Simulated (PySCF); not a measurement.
C2H6Se, charge +1, sextet, at a GFN2-xTB geometry of the parent state (a state made from the parent by changing its charge; the spin is typed, not shown lowest); HF/STO-3G (PySCF).

The PySCF input:
```python
from pyscf import gto, scf

mol = gto.Mole()
mol.atom = '''
    C     1.43646973   -0.33192309    0.77233591
    Se    0.01776368    0.16430934   -0.42584659
    C    -1.49741081   -0.23176581    0.68859745
    H     1.39335021   -1.40350688    0.97191605
    H     2.39274490   -0.08971693    0.31358720
    H     1.33371012    0.20249750    1.71688143
    H    -1.44849712   -1.26424698    1.03489391
    H    -2.41075515   -0.07687321    0.11817061
    H    -1.49887155    0.42746234    1.55773464
'''
mol.basis = 'sto-3g'
mol.charge = 1
mol.spin = 5
mol.verbose = 4
mol.build()

mf = scf.UHF(mol)
mf.kernel()
```

Predict the main parts of the log of this PySCF run.


```
PySCF version 2.14.0

[INPUT] verbose = 4
[INPUT] num. atoms = 9
[INPUT] num. electrons = 51
[INPUT] charge = 1
[INPUT] spin (= nelec alpha-beta = 2S) = 5
[INPUT] symmetry False subgroup None
[INPUT] Mole.unit = angstrom
[INPUT] Symbol           X                Y                Z      unit          X                Y                Z       unit  Magmom
[INPUT]  1 C      1.436469730000  -0.331923090000   0.772335910000 AA    2.714534375928  -0.627243734519   1.459503346067 Bohr   0.0
[INPUT]  2 Se     0.017763680000   0.164309340000  -0.425846590000 AA    0.033568490164   0.310499652308  -0.804733426180 Bohr   0.0
[INPUT]  3 C     -1.497410810000  -0.231765810000   0.688597450000 AA   -2.829696326863  -0.437973905938   1.301260590574 Bohr   0.0
[INPUT]  4 H      1.393350210000  -1.403506880000   0.971916050000 AA    2.633050292505  -2.652243617143   1.836655150569 Bohr   0.0
[INPUT]  5 H      2.392744900000  -0.089716930000   0.313587200000 AA    4.521632546950  -0.169540426437   0.592593924169 Bohr   0.0
[INPUT]  6 H      1.333710120000   0.202497500000   1.716881430000 AA    2.520346856361   0.382664815909   3.244435691052 Bohr   0.0
[INPUT]  7 H     -1.448497120000  -1.264246980000   1.034893910000 AA   -2.737262849021  -2.389080546008   1.955666057880 Bohr   0.0
[INPUT]  8 H     -2.410755150000  -0.076873210000   0.118170610000 AA   -4.555666986885  -0.145269313216   0.223310088873 Bohr   0.0
[INPUT]  9 H     -1.498871550000   0.427462340000   1.557734640000 AA   -2.832456725402   0.807786751166   2.943691844348 Bohr   0.0

nuclear repulsion = 188.167032016226
number of shells = 20
number of NR pGTOs = 102
number of NR cGTOs = 34
basis = sto-3g
ecp = {}

******** <class 'pyscf.scf.uhf.UHF'> ********
method = UHF
initial guess = minao
damping factor = 0
level_shift factor = 0
DIIS = <class 'pyscf.scf.diis.CDIIS'>
diis_start_cycle = 1
diis_space = 8
diis_damp = 0
SCF conv_tol = 1e-09
SCF conv_tol_grad = None
SCF max_cycles = 50
direct_scf = True
direct_scf_tol = 1e-13
number electrons alpha = 28  beta = 23
Set gradient conv threshold to 3.16228e-05
init E= -2448.56600260155

cycle= 1 E= -2450.72496818912  delta_E= -2.16  |g|= 0.314  |ddm|= 3.55

cycle= 2 E= -2450.93245825619  delta_E= -0.207  |g|= 0.116  |ddm|= 0.784
cycle= 3 E= -2450.96668252463  delta_E= -0.0342  |g|= 0.067  |ddm|= 0.288
cycle= 4 E= -2450.98368478342  delta_E= -0.017  |g|= 0.0308  |ddm|= 0.252
cycle= 5 E= -2450.98771149827  delta_E= -0.00403  |g|= 0.0157  |ddm|= 0.121
cycle= 6 E= -2450.98887007985  delta_E= -0.00116  |g|= 0.00697  |ddm|= 0.0752
cycle= 7 E= -2450.98910967109  delta_E= -0.00024  |g|= 0.00215  |ddm|= 0.0433
cycle= 8 E= -2450.98912424354  delta_E= -1.46e-05  |g|= 0.000724  |ddm|= 0.01
cycle= 9 E= -2450.98912626222  delta_E= -2.02e-06  |g|= 0.000238  |ddm|= 0.0043
cycle= 10 E= -2450.9891263715  delta_E= -1.09e-07  |g|= 8.17e-05  |ddm|= 0.000987
cycle= 11 E= -2450.98912639271  delta_E= -2.12e-08  |g|= 2.78e-05  |ddm|= 0.000378
cycle= 12 E= -2450.98912639461  delta_E= -1.9e-09  |g|= 6.92e-06  |ddm|= 0.000111
cycle= 13 E= -2450.98912639473  delta_E= -1.21e-10  |g|= 1.21e-06  |ddm|= 3.47e-05
Extra cycle  E= -2450.98912639473  delta_E= 1.36e-12  |g|= 6.78e-07  |ddm|= 2.29e-06
converged SCF energy = -2450.98912639473  <S^2> = 8.7602877  2S+1 = 6.0034283
```
